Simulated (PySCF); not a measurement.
Core-level binding energies of (H2Al-mu-OH)2

Compound: (H2Al-mu-OH)2.
Bonds: Al1–O4, Al1–O8, O4–Al5, Al5–O8. Hydrogens: H2, H3 on Al1; H9 on O4; H6, H7 on Al5; H10 on O8.

Theory: PySCF 2.14.0, delta-SCF UKS SCAN, pcX-2 on the ionised atom, pcseg-1 elsewhere, spin-free X2C. Binding energies are ΔSCF values: E(core-ionised, relaxed orbitals) − E(ground state) at a fixed geometry, referred to the vacuum level.

Q: Give the core binding energies atom by atom.

A: 
```tsv
atom(s)	environment	level	binding energy (eV)	count
Al1/Al5	aluminium bonded to 2 O and 2 H	Al 1s	1567.17	2
O4/O8	oxygen bonded to 2 Al and H	O 1s	539.55	2
```

Q: Which photon energy gives electrons from O 1s of O4/O8 a kinetic energy of 100 eV, and what is their de Broglie wavelength?

A: hν = 539.55 + 100 = 639.55 eV, recoil neglected; λ = 12.264 Å/√(E/eV) = 1.23 Å.

Q: Give the binding energy of O 1s of O4/O8 in hartree and in kJ/mol.

A: 539.55 eV = 19.8281 Eh = 52059 kJ/mol.

The first atom of each set that the bonding makes equivalent was ionised and stands for the set. Isolated species at its PBE0-D3(BJ)/def2-SVP geometry (one conformer only).
